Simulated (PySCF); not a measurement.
HgBr, SMILES [Br][Hg+], charge +1.

Geometry: r2SCAN-D4/def2-TZVP. The spin state was assumed, not searched. The def2 effective core potentials stand for the cores of Hg; spin–orbit coupling is left out.

Calculation: PySCF with ωB97X/def2-TZVPD.

Gas-phase values at a fixed geometry.

```json
{
 "total_energy": "-2727.37976 hartree",
 "point_group": "C∞v",
 "highest_occupied_level": "-16.59 eV",
 "lowest_empty_level": "-9.06 eV",
 "orbital_gap": "7.54 eV",
 "dipole_moment_about_the_centre_of_nuclear_charge": "0.700 e·Å",
 "mean_static_polarisability": "44.1 bohr³ (6.53 Å³)",
 "polarisability_principal_values": "32.8, 32.8, 66.6 bohr³"
}
```
